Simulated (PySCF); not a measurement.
CH₃O₂, charge +1, singlet, at a GFN2-xTB geometry; BLYP-D3BJ/STO-3G run with PySCF.

The PySCF input:
```python
from pyscf import gto, scf, dft

mol = gto.M(
    atom='''
O    -0.996704   -0.486791   -0.020502
C     0.162609    0.529378   -0.007031
O     1.224370    0.115755    0.112384
H    -0.703626   -1.428893   -0.052034
H    -0.301851    1.512574   -0.077054
H    -1.791505   -0.291660   -0.563782
''',
    basis='sto-3g',
    charge=1,
    spin=0,
    verbose=4,
)

mf = dft.RKS(mol)
mf.xc = 'blyp'
mf.disp = 'd3bj'
mf.kernel()
```

The log (banner, timings and long lists left out):

```
PySCF version 2.14.0

[INPUT] verbose = 4
[INPUT] num. atoms = 6
[INPUT] num. electrons = 24
[INPUT] charge = 1
[INPUT] spin (= nelec alpha-beta = 2S) = 0
[INPUT] symmetry False subgroup None
[INPUT] Mole.unit = angstrom
[INPUT] Symbol           X                Y                Z      unit          X                Y                Z       unit  Magmom
[INPUT]  1 O     -0.996704000000  -0.486791000000  -0.020502000000 AA   -1.883497587258  -0.919901669903  -0.038743165006 Bohr   0.0
[INPUT]  2 C      0.162609000000   0.529378000000  -0.007031000000 AA    0.307286475389   1.000379436370  -0.013286664382 Bohr   0.0
[INPUT]  3 O      1.224370000000   0.115755000000   0.112384000000 AA    2.313723975134   0.218745247549   0.212374980783 Bohr   0.0
[INPUT]  4 H     -0.703626000000  -1.428893000000  -0.052034000000 AA   -1.329660434123  -2.700216431308  -0.098330009166 Bohr   0.0
[INPUT]  5 H     -0.301851000000   1.512574000000  -0.077054000000 AA   -0.570415720426   2.858350603138  -0.145610956802 Bohr   0.0
[INPUT]  6 H     -1.791505000000  -0.291660000000  -0.563782000000 AA   -3.385453800789  -0.551157521491  -1.065393573960 Bohr   0.0

nuclear repulsion = 75.605060208427
number of shells = 12
number of NR pGTOs = 54
number of NR cGTOs = 18
basis = sto-3g
ecp = {}

******** <class 'pyscf.dft.rks.RKS'> ********
method = RKS
initial guess = minao
damping factor = 0
level_shift factor = 0
DIIS = <class 'pyscf.scf.diis.CDIIS'>
diis_start_cycle = 1
diis_space = 8
diis_damp = 0
SCF conv_tol = 1e-09
SCF conv_tol_grad = None
SCF max_cycles = 50
direct_scf = True
direct_scf_tol = 1e-13
XC library pyscf.dft.libxc version 7.1.2
    S. Lehtola, C. Steigemann, M. J. T. Oliveira, and M. A. L. Marques,  SoftwareX 7, 1–5 (2018)
XC functionals = blyp
    A. D. Becke,  Phys. Rev. A 38, 3098 (1988)
    C. Lee, W. Yang, and R. G. Parr,  Phys. Rev. B 37, 785 (1988)
    B. Miehlich, A. Savin, H. Stoll, and H. Preuss,  Chem. Phys. Lett. 157, 200 (1989)
radial grids:
    Treutler-Ahlrichs [JCP 102, 346 (1995); DOI:10.1063/1.469408] (M4) radial grids

becke partition: Becke, JCP 88, 2547 (1988); DOI:10.1063/1.454033
pruning grids: <function nwchem_prune>
grids dens level: 3
symmetrized grids: False
atomic radii adjust function: <function treutler_atomic_radii_adjust>
small_rho_cutoff = 0
Set gradient conv threshold to 3.16228e-05
Initial guess from minao.
tot grids = 71712
Calc dispersion correction with DFTD3.
Parameters: xc=blyp, version=d3bj, atm=False
init E= -188.212610864113
  HOMO = -0.315213312747179  LUMO = -0.0171038285281043  gap/eV = 8.11197
cycle= 1 E= -187.264523169149  delta_E= 0.948  |g|= 0.744  |ddm|= 3.03
  HOMO = -0.378397841876361  LUMO = -0.153842612457669  gap/eV = 6.11046
cycle= 2 E= -185.92316890886  delta_E= 1.34  |g|= 2.34  |ddm|= 3.29
  HOMO = -0.454577586995125  LUMO = -0.257983738014874  gap/eV = 5.34959
cycle= 3 E= -187.389624253259  delta_E= -1.47  |g|= 0.398  |ddm|=  2.8
  HOMO = -0.47497681821443  LUMO = -0.243377774737843  gap/eV = 6.30213
cycle= 4 E= -187.433512293222  delta_E= -0.0439  |g|= 0.0767  |ddm|= 0.572
  HOMO = -0.478877926685756  LUMO = -0.251418708561986  gap/eV = 6.18948
cycle= 5 E= -187.43517873859  delta_E= -0.00167  |g|= 0.00891  |ddm|= 0.0895
  HOMO = -0.479349876732436  LUMO = -0.251602110186509  gap/eV = 6.19733
cycle= 6 E= -187.435198594071  delta_E= -1.99e-05  |g|= 0.00214  |ddm|= 0.00754
  HOMO = -0.479475750092438  LUMO = -0.251677194093149  gap/eV = 6.19871
cycle= 7 E= -187.435199800123  delta_E= -1.21e-06  |g|= 0.000297  |ddm|= 0.00211
  HOMO = -0.479499720991806  LUMO = -0.251696931558821  gap/eV = 6.19883
cycle= 8 E= -187.435199824099  delta_E= -2.4e-08  |g|= 2.8e-05  |ddm|= 0.000313
  HOMO = -0.479498129885191  LUMO = -0.251694802885702  gap/eV = 6.19884
cycle= 9 E= -187.435199824311  delta_E= -2.12e-10  |g|= 4.66e-06  |ddm|= 3.25e-05
  HOMO = -0.479499879819784  LUMO = -0.251696318299274  gap/eV = 6.19885
Extra cycle  E= -187.43519982426  delta_E= 5.11e-11  |g|= 1.47e-05  |ddm|= 2.26e-05
converged SCF energy = -187.43519982426
```
